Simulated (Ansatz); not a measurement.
Geometry optimisation, RKS PBE-D4/def2-SVP (Ansatz 0.2.0).

The input (input.yaml):

```yaml
crystal:
  periodic: [false, false, false]
  atoms:
    - { symbol: B, position_ang: [-1.2404, -0.6021, 0.9857] }
    - { symbol: C, position_ang: [-0.5019, 0.2089, -0.176] }
    - { symbol: Cl, position_ang: [-1.4739, 1.0855, -1.4321] }
    - { symbol: C, position_ang: [0.7815, -0.5237, -0.7373] }
    - { symbol: C, position_ang: [0.9167, 0.6802, 0.1348] }
    - { symbol: Cl, position_ang: [1.5115, 2.1296, -0.7462] }
    - { symbol: H, position_ang: [-1.3611, -0.0731, 2.0517] }
    - { symbol: H, position_ang: [-1.769, -1.5758, 0.7361] }
    - { symbol: H, position_ang: [0.9208, -0.3488, -1.7696] }
    - { symbol: H, position_ang: [-0.29003, -1.27273, 1.11199] }
    - { symbol: H, position_ang: [1.3033, 0.4519, 1.1839] }
basis:
  gaussian: { orbitals: def2-SVP }
hamiltonian:
  xc: pbe
  dispersion: d4
relax:
  f_tol: 0.02
  max_steps: 50
```

Command:

```bash
$ ansatz run input.yaml --threads 2 --pin off --max-ram 3072MiB --backend cpu --events-out ev --progress --plain --runs-dir out
```

Q: Where does it end, and by what steps?

A: The forces met the threshold. After 44 steps the energy has fallen by 4.876 eV; H9 moved furthest, 2.11 Å. Parted: B1–H7, C2–C5. Joined: C2–H7.

```csv
step,energy less start (eV),largest force component (eV/Å),accepted
0,0.0000,3.663,yes
2,-1.9237,3.370,yes
4,-2.2508,0.614,yes
6,-2.2805,0.261,no
8,-2.3140,0.212,yes
10,-2.3661,0.785,yes
12,-2.6327,1.523,yes
14,-3.3730,1.119,yes
16,-3.8733,0.772,yes
18,-4.1739,0.485,yes
20,-4.1641,1.056,no
22,-4.2960,0.150,yes
24,-4.3042,0.169,yes
26,-4.3086,0.079,yes
28,-4.3128,0.213,yes
30,-4.3269,0.171,yes
32,-4.4620,0.687,yes
34,-4.5810,1.852,no
36,-4.7598,0.366,yes
38,-4.8122,1.006,yes
40,-4.8638,0.334,yes
42,-4.8742,0.056,yes
44,-4.8758,0.016,yes
```

```xyz
11
Properties=species:S:1:pos:R:3
B -1.018 -0.938 1.144
C -0.978 -0.035 -0.128
Cl -1.700 -0.802 -1.632
C 0.248 0.733 -0.515
C 1.472 0.457 -0.026
Cl 2.895 1.332 -0.479
H -1.767 0.703 0.198
H -1.733 -1.916 1.198
H 0.129 1.536 -1.260
H -0.415 -0.570 2.135
H 1.665 -0.341 0.708
```

Time of the run: 56 s on 2 threads of Intel(R) Xeon(R) 6975P-C (Granite Rapids) (shared host), peak memory 0.18 GiB.
